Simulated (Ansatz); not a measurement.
Mulliken charges of CH₃ClFNSi₂, SMILES `N#C[SiH](Cl)[SiH2]F` from r2SCAN/def2-TZVPP in Ansatz (PBE0-D4/def2-TZVP geometry).

```
atom   x (Å)   y (Å)   z (Å)  charge (e)
  N1   1.719  -2.435   0.734      -0.056
  C2   1.352  -1.519   0.139      -0.216
 Si3   0.688  -0.019  -0.712       0.451
 Cl4   0.032  -0.576  -2.566      -0.206
 Si5  -1.089   0.738   0.623       0.503
  F6  -1.675   2.077  -0.030      -0.313
  H7   1.817   0.926  -0.856      -0.046
  H8  -2.158  -0.288   0.662      -0.056
  H9  -0.598   1.048   1.988      -0.062
```

**Question.** By hand: the dipole of these point charges (1 e Å = 4.8032 D).

**Answer.** Σ q r = (-0.034, 0.204, 0.338) e Å, of length 0.396 e Å = 1.90 D.

**Question.** How does the dipole of the full density compare? (Estimate.)

**Answer.** Computed: (-0.168, 0.428, -0.018) e Å, 2.21 D; the point charges give 0.86 times that, at 62° from its direction.

Point charges leave out the atoms' own dipoles, such as those of lone pairs, and Mulliken's split depends on the basis, so the two needn't agree.
